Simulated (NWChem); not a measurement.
System: Si2NH7O; SMILES N[Si@H](O)[SiH3]

The following NWChem deck was run.

```
start job
memory heap 200 mb stack 900 mb global 1100 mb
geometry units angstroms noautosym nocenter noautoz
  N     -1.412741     1.244826    -0.301445
  Si     0.023861     0.578103     0.363411
  O      1.391547     1.252767    -0.333840
  Si     0.013944    -1.736310    -0.049385
  H     -1.731463     2.159557    -0.000984
  H     -1.647182     1.081540    -1.274248
  H     -0.010512     0.874619     1.829879
  H      2.236072     0.848265    -0.112940
  H     -0.261312    -1.997333    -1.499014
  H     -1.027844    -2.440759     0.761268
  H      1.343870    -2.349075     0.272247
end
basis spherical
  * library pcsseg-1
end
dft
  xc kt2
  iterations 150
end
property
  shielding
  efieldgrad
end
task dft property
```

Output (shortened):

```
             Northwest Computational Chemistry Package (NWChem) 7.3.0
             --------------------------------------------------------

                             Geometry "geometry" -> ""
                             -------------------------

 Output coordinates in angstroms (scale by  1.889725989 to convert to a.u.)

  No.       Tag          Charge          X              Y              Z
 ---- ---------------- ---------- -------------- -------------- --------------
    1 N                    7.0000    -1.41274100     1.24482600    -0.30144500
    2 Si                  14.0000     0.02386100     0.57810300     0.36341100
    3 O                    8.0000     1.39154700     1.25276700    -0.33384000
    4 Si                  14.0000     0.01394400    -1.73631000    -0.04938500
    5 H                    1.0000    -1.73146300     2.15955700    -0.00098400
    6 H                    1.0000    -1.64718200     1.08154000    -1.27424800
    7 H                    1.0000    -0.01051200     0.87461900     1.82987900
    8 H                    1.0000     2.23607200     0.84826500    -0.11294000
    9 H                    1.0000    -0.26131200    -1.99733300    -1.49901400
   10 H                    1.0000    -1.02784400    -2.44075900     0.76126800
   11 H                    1.0000     1.34387000    -2.34907500     0.27224700

 Effective nuclear repulsion energy (a.u.)     225.9531464209

                              NWChem Property Module
                              ----------------------

  itol2e modified to match energy
  convergence criterion.

                                 NWChem DFT Module
                                 -----------------

 Summary of "ao basis" -> "ao basis" (spherical)
 ------------------------------------------------------------------------------
       Tag                 Description            Shells   Functions and Types
 ---------------- ------------------------------  ------  ---------------------
 N                          pcsseg-1                 7       17   3s3p1d
 Si                         pcsseg-1                10       24   4s5p1d
 O                          pcsseg-1                 7       17   3s3p1d
 H                          pcsseg-1                 3        5   2s1p

  itol2e modified to match energy
  convergence criterion.

            General Information
            -------------------
          SCF calculation type: DFT
          Wavefunction type:  closed shell.
          No. of atoms     :    11
          No. of electrons :    50
           Alpha electrons :    25
            Beta electrons :    25
          Charge           :     0
          Spin multiplicity:     1
          Use of symmetry is: off; symmetry adaption is: off
          Maximum number of iterations: 150
          AO basis - number of functions:   117
                     number of shells:    55
          Convergence on energy requested:  1.00D-07
          Convergence on density requested:  1.00D-05
          Convergence on gradient requested:  5.00D-04

              XC Information
              --------------
                          KT2 Method XC Functional
                        Slater Exchange Functional  1.072 local
                           KT1 gradient correction  1.000 non-local
            Perdew 1991 LDA Correlation Functional  0.577 local

             Grid Information
             ----------------
          Grid used for XC integration:  fine
          Radial quadrature: Mura-Knowles
          Angular quadrature: Lebedev.
          Tag              B.-S. Rad. Rad. Pts. Rad. Cut. Ang. Pts.
          ---              ---------- --------- --------- ---------
          N                   0.65       70          12.0       590
          Si                  1.10      123          12.0       770
          O                   0.60       70          12.0       590
          H                   0.35       60          13.0       590
          Grid pruning is: on
          Number of quadrature shells:   806
          Spatial weights used:  Erf1

      Superposition of Atomic Density Guess
      -------------------------------------

 Sum of atomic energies:        -710.14782379

      Non-variational initial energy
      ------------------------------

 Total energy =    -711.674151
 1-e energy   =   -1430.216833
 2-e energy   =     492.589536
 HOMO         =      -0.311671
 LUMO         =       0.031790

   convergence    iter        energy       DeltaE   RMS-Dens  Diis-err
 ---------------- ----- ----------------- --------- --------- ---------
 d= 0,ls=0.0,diis     1   -720.1131249996 -9.46D+02  1.46D-02  1.18D+00
 d= 0,ls=0.0,diis     2   -719.9705203249  1.43D-01  1.18D-02  2.27D+00
 d= 0,ls=0.0,diis     3   -720.1831432675 -2.13D-01  2.87D-03  2.33D-01
 d= 0,ls=0.0,diis     4   -720.2032719986 -2.01D-02  8.86D-04  1.34D-02
 d= 0,ls=0.0,diis     5   -720.2042859643 -1.01D-03  3.14D-04  3.63D-03
  Resetting Diis
 d= 0,ls=0.0,diis     6   -720.2046823634 -3.96D-04  8.23D-05  8.01D-05
 d= 0,ls=0.0,diis     7   -720.2046941311 -1.18D-05  3.78D-05  3.14D-06
 d= 0,ls=0.0,diis     8   -720.2046937360  3.95D-07  2.13D-05  6.75D-06
 d= 0,ls=0.0,diis     9   -720.2046945938 -8.58D-07  3.75D-06  3.47D-07
 d= 0,ls=0.0,diis    10   -720.2046946284 -3.46D-08  7.24D-07  1.39D-08

         Total DFT energy =     -720.204694628371
      One electron energy =    -1436.421375237508
           Coulomb energy =      557.463699933556
    Exchange-Corr. energy =      -67.200165745321
 Nuclear repulsion energy =      225.953146420902

 Numeric. integr. density =       50.000005347114

                       DFT Final Molecular Orbital Analysis
                       ------------------------------------

 Vector   23  Occ=2.000000D+00  E=-2.880111D-01
              MO Center=  7.3D-01,  7.1D-01, -4.2D-02, r^2= 3.1D+00
   Bfn.  Coefficient  Atom+Function         Bfn.  Coefficient  Atom+Function
  ----- ------------  ---------------      ----- ------------  ---------------
    50      0.363580   3 O  pz               53      0.349837   3 O  pz
    47      0.193161   3 O  pz               32      0.166326   2 Si py
    93     -0.164415   7 H  s                73     -0.152900   4 Si py
    94     -0.142342   7 H  s                 3      0.131035   1 N  s
    10      0.109153   1 N  px               21     -0.108518   2 Si s

[...]

          -----------------------------------------
          Chemical Shielding Tensors (GIAO, in ppm)
          -----------------------------------------

                                NWChem CPHF Module
                                ------------------

  scftype          =     RHF
  nclosed          =       25
  nopen            =        0
  variables        =     2300
  # of vectors     =        3
  tolerance        = 0.10D-03
  level shift      = 0.00D+00
  max iterations   =       50
  max subspace     =       30

 SCF residual:    2.0231644274147551E-005

Iterative solution of linear equations
  No. of variables     2300
  No. of equations        3
  Maximum subspace       30
        Iterations       50
       Convergence  1.0D-04

   iter   nsub   residual    time
   ----  ------  --------  ---------
     1      3    9.54D-06     108.0

      Atom:    1  N
        Diamagnetic
    320.2154    -12.1442      9.7451
    -12.1442    318.5785      2.7167
      9.7451      2.7167    318.7181

        Paramagnetic
    -91.1834     -1.5648     -6.6725
     -1.5648    -95.3523    -23.4150
     -6.6725    -23.4150    -95.5389

        Total Shielding Tensor
    229.0321    -13.7091      3.0726
    -13.7091    223.2263    -20.6984
      3.0726    -20.6984    223.1792

           isotropic =     225.1458
          anisotropy =      38.4163

          Principal Components and Axis System
                 1           2           3
              250.7567    224.3899    200.2909

      1        -0.4986      0.8198      0.2817
      2         0.6657      0.1540      0.7302
      3        -0.5552     -0.5516      0.6225

      Atom:    2  Si
        Diamagnetic
    885.7691     -0.2377     -0.0976
     -0.2377    884.8102     -0.3579
     -0.0976     -0.3579    879.7341

        Paramagnetic
   -490.6467     11.5907     -2.9723
     11.5907   -503.4323    -22.7174
     -2.9723    -22.7174   -525.6245

        Total Shielding Tensor
    395.1224     11.3530     -3.0699
     11.3530    381.3779    -23.0753
     -3.0699    -23.0753    354.1096

           isotropic =     376.8700
          anisotropy =      44.1283

          Principal Components and Axis System
                 1           2           3
              406.2888    383.5484    340.7727

      1         0.7177     -0.6941     -0.0569
      2         0.6203      0.6000      0.5053
      3        -0.3165     -0.3979      0.8611

      Atom:    3  O
        Diamagnetic
    411.7316      0.8223     -5.8070
      0.8223    384.2574     -6.8347
     -5.8070     -6.8347    380.3597

        Paramagnetic
   -117.3668     -6.6397     45.9783
     -6.6397   -126.8610    -16.4969
     45.9783    -16.4969   -152.4279

        Total Shielding Tensor
    294.3647     -5.8174     40.1713
     -5.8174    257.3964    -23.3316
     40.1713    -23.3316    227.9318

           isotropic =     259.8976
          anisotropy =      86.1717

          Principal Components and Axis System
                 1           2           3
              317.3454    259.8927    202.4548

      1         0.8542      0.3752     -0.3600
      2        -0.2585      0.9071      0.3321
      3         0.4512     -0.1906      0.8718

      Atom:    4  Si
        Diamagnetic
    881.8126     -0.0924      0.0596
     -0.0924    887.7570      0.6621
      0.0596      0.6621    881.3605

        Paramagnetic
   -404.2167      0.5209     -4.5124
      0.5209   -402.2824      1.0949
     -4.5124      1.0949   -412.3758

        Total Shielding Tensor
    477.5959      0.4284     -4.4529
      0.4284    485.4747      1.7570
     -4.4529      1.7570    468.9847

           isotropic =     477.3517
          anisotropy =      12.4625

          Principal Components and Axis System
                 1           2           3
              485.6600    479.4707    466.9244

      1        -0.0059      0.9222      0.3866
      2         0.9943      0.0465     -0.0958
      3         0.1063     -0.3838      0.9173

      Atom:    5  H
        Diamagnetic
     28.2381     -9.1125     -0.2448
     -9.1125     39.5626      4.6992
     -0.2448      4.6992     24.8762

        Paramagnetic
     -0.6623      2.4078     -0.6300
      2.4078     -3.3754     -1.4943
     -0.6300     -1.4943      0.0936

        Total Shielding Tensor
     27.5758     -6.7047     -0.8748
     -6.7047     36.1872      3.2048
     -0.8748      3.2048     24.9698

           isotropic =      29.5776
          anisotropy =      16.4179

          Principal Components and Axis System
                 1           2           3
               40.5229     24.8820     23.3280

      1        -0.4610      0.6178      0.6370
      2         0.8636      0.1475      0.4820
      3         0.2039      0.7724     -0.6016

      Atom:    6  H
        Diamagnetic
     27.3226     -2.0806      7.7029
     -2.0806     25.2127      1.9780
      7.7029      1.9780     40.4944

        Paramagnetic
      0.3079      1.0966     -2.5436
      1.0966      0.1147     -0.7122
     -2.5436     -0.7122     -3.2812

        Total Shielding Tensor
     27.6305     -0.9841      5.1594
     -0.9841     25.3275      1.2658
      5.1594      1.2658     37.2131

           isotropic =      30.0570
          anisotropy =      14.1716

          Principal Components and Axis System
                 1           2           3
               39.5048     26.7399     23.9265

      1         0.3941      0.6757      0.6230
      2         0.0546     -0.6939      0.7180
      3         0.9174     -0.2490     -0.3103

      Atom:    7  H
        Diamagnetic
     23.1784     -0.3564     -0.2472
     -0.3564     24.2980      3.4934
     -0.2472      3.4934     38.2567

        Paramagnetic
      0.2845      0.4716     -0.3973
      0.4716     -1.0749     -2.1726
     -0.3973     -2.1726     -7.8478

        Total Shielding Tensor
     23.4629      0.1152     -0.6446
      0.1152     23.2230      1.3208
     -0.6446      1.3208     30.4089

           isotropic =      25.6983
          anisotropy =       7.4969

          Principal Components and Axis System
                 1           2           3
               30.6962     23.5084     22.8902

      1        -0.0847      0.9142     -0.3963
      2         0.1721      0.4052      0.8979
      3         0.9814      0.0078     -0.1917

      Atom:    8  H
        Diamagnetic
     45.5671     -4.9779      1.9478
     -4.9779     26.0417     -2.2497
      1.9478     -2.2497     21.9465

        Paramagnetic
     -4.0640      0.9551      0.2621
      0.9551      0.1905      0.1906
      0.2621      0.1906      2.3649

        Total Shielding Tensor
     41.5030     -4.0228      2.2099
     -4.0228     26.2322     -2.0591
      2.2099     -2.0591     24.3115

           isotropic =      30.6822
          anisotropy =      18.2903

          Principal Components and Axis System
                 1           2           3
               42.8758     26.1775     22.9934

      1         0.9581      0.2858      0.0214
      2        -0.2491      0.7936      0.5552
      3         0.1417     -0.5372      0.8315

      Atom:    9  H
        Diamagnetic
     23.7971      0.5525      2.3955
      0.5525     26.8610      3.9120
      2.3955      3.9120     35.8938

        Paramagnetic
      1.5299     -0.3469     -1.0952
     -0.3469      0.0449     -1.6885
     -1.0952     -1.6885     -4.4152

        Total Shielding Tensor
     25.3270      0.2056      1.3002
      0.2056     26.9059      2.2235
      1.3002      2.2235     31.4786

           isotropic =      27.9038
          anisotropy =       7.0557

          Principal Components and Axis System
                 1           2           3
               32.6076     26.0902     25.0137

      1         0.1737     -0.2795      0.9443
      2         0.3632      0.9095      0.2023
      3         0.9154     -0.3078     -0.2595

      Atom:   10  H
        Diamagnetic
     29.6155      5.0619     -4.8163
      5.0619     29.5978     -3.9604
     -4.8163     -3.9604     26.9347

        Paramagnetic
     -1.1382     -2.3300      2.1889
     -2.3300     -1.2006      1.6454
      2.1889      1.6454     -0.1494

        Total Shielding Tensor
     28.4773      2.7319     -2.6274
      2.7319     28.3971     -2.3150
     -2.6274     -2.3150     26.7853

           isotropic =      27.8866
          anisotropy =       7.8280

          Principal Components and Axis System
                 1           2           3
               33.1052     25.7368     24.8177

      1         0.6321     -0.6160      0.4701
      2         0.6049      0.7714      0.1976
      3        -0.4843      0.1595      0.8602

      Atom:   11  H
        Diamagnetic
     33.7999     -5.7455      2.3742
     -5.7455     29.0540     -1.2685
      2.3742     -1.2685     23.6795

        Paramagnetic
     -3.1173      2.6203     -1.0315
      2.6203     -0.9508      0.4703
     -1.0315      0.4703      1.5540

        Total Shielding Tensor
     30.6826     -3.1252      1.3428
     -3.1252     28.1032     -0.7983
      1.3428     -0.7983     25.2336

           isotropic =      28.0064
          anisotropy =       7.6160

          Principal Components and Axis System
                 1           2           3
               33.0837     26.0181     24.9175

      1         0.8164      0.5406     -0.2028
      2        -0.5435      0.8381      0.0461
      3         0.1949      0.0726      0.9781
```

Level: KT2/pcSseg-1, GIAO. Geometry: optimised at PBE0/def2-SVP. NWChem prints the field gradient with the sign opposite to the second derivative of the potential. The printed shielding anisotropy is the first printed principal value minus the mean of the other two.
